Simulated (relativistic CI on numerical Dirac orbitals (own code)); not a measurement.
## Hyperfine structure of Co21+, mass number 60

Method of calculation: Dirac-Coulomb-Breit CI, KLI orbitals optimised for each configuration, model QED (radiative potential, 1s self-energy scaled to tabulated hydrogen-like ionisation energies), unscaled Slater integrals (own radial code, finite nucleus).

CI space (outside the closed core 1s2): 2s2 2p2, 2s 2p3, 2p4, 2p3 3s, 2p3 3p, 2p3 3d, 2s2 2p 3s, 2s2 2p 3p, 2s2 2p 3d, 2s 2p2 3s, 2s 2p2 3p, 2s 2p2 3d, 2s2 2p 4s, 2s2 2p 4p, 2s2 2p 4d, 2s2 2p 4f. Levels of other configurations are missing.

Nuclear spin I = 5, μ = 3.799 μN, Q = 0.46 b (tables of Stone and Pyykkö). The electronic factors are computed for point nuclear moments, without core polarisation or the Bohr-Weisskopf and QED corrections.

```
       Level  E (cm⁻¹)  A (GHz)  B (GHz)
2s2 2p2 3P_1     90160   -1.173     13.7
2s2 2p2 3P_2    138810    43.73    -6.05
2s2 2p2 1D_2    283570    33.11     33.2
2s 2p3 5S°_2    526803    107.4    0.744
2s 2p3 3D°_1    836552   -54.91       22
2s 2p3 3D°_2    838568    81.48     36.4
2s 2p3 3D°_3    871597    108.7   -0.168
2s 2p3 3P°_1   1002211    122.9    -22.3
```

Levels with J = 0, under 50 % of one LS term, or S terms without an open s electron are left out. Small factors come from cancelling terms and can be off by tens of per cent or more.

At this charge energies of transitions that change n are usually good to better than 1 %, and those within a shell (Δn = 0) to a few per cent.

(1) Give the hyperfine levels of 2s2 2p2 3P_2 relative to its centre of gravity.

## Answers

(1) With K = F(F + 1) − I(I + 1) − J(J + 1), E = AK/2 + B[¾K(K + 1) − I(I + 1)J(J + 1)]/[2I(2I − 1)J(2J − 1)]: F = 3: -527.4, F = 4: -349.9, F = 5: -129.4, F = 6: 132.9, F = 7: 435.8 GHz.

LS names give the leading component of a level, which can be under half, so a name can repeat, a term be missing and a line seem to break the LS rules.
